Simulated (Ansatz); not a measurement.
```yaml
crystal:
  periodic: [false, false, false]
  atoms:
    - {symbol: O, position_ang: [0.709734, -0.545191, 2.801008]}
    - {symbol: C, position_ang: [0.433718, -0.333108, 1.711390]}
    - {symbol: Re, position_ang: [-0.033628, 0.025815, -0.132688]}
    - {symbol: Cl, position_ang: [-0.628332, 0.482309, -2.478204]}
    - {symbol: C, position_ang: [-1.230233, 1.559798, 0.383335]}
    - {symbol: O, position_ang: [-1.904789, 2.423331, 0.662990]}
    - {symbol: C, position_ang: [-1.610237, -1.223428, -0.062252]}
    - {symbol: O, position_ang: [-2.498288, -1.923017, -0.032946]}
    - {symbol: C, position_ang: [1.503417, 1.305404, -0.359297]}
    - {symbol: O, position_ang: [2.364082, 2.026006, -0.496827]}
    - {symbol: C, position_ang: [1.123588, -1.477745, -0.804521]}
    - {symbol: O, position_ang: [1.770968, -2.320173, -1.191998]}
basis:
  gaussian: {orbitals: x2c-TZVPPall}
hamiltonian: {xc: {name: TPSS}}
accuracy: high
scf: {lower_state_search: light}
```

```sh
$ ansatz run in.yaml --threads 4 --pin off --events-out ev --progress --plain --max-ram 46080MiB --backend cuda --devices 0, --max-vram 37GiB
```

Problem. How does Ansatz answer? (Estimate.)

Solution. The calculation gave: The program refused the input.
```
Error: YAML parse error: error: line 18 column 19: hamiltonian.xc: no functional is named "TPSS"; the names, which are not case-sensitive, are SVWN5, SPW92, PBE, PBE0, PBEsol, revPBE, revPBE0, RPBE, rPW86-PBE, HSE06, wPBEh, LC-wPBE, HISS, HF, BLYP, B3LYP, B3LYP5, BHLYP, CAM-B3LYP, r2SCAN, r2SCANh, r2SCAN0, r2SCAN50, m-r2SCAN, B97, wB97, wB97X, wB97X-V, B97M-V, wB97M-V, B2PLYP, B2GP-PLYP, PBE0-DH, PBE-QIDH
16 | basis:
17 |   gaussian: {orbitals: x2c-TZVPPall}
18 | hamiltonian: {xc: {name: TPSS}}
19 | accuracy: high
20 | scf: {lower_state_search: light}
```

HSE06 is defined as in plane-wave codes.
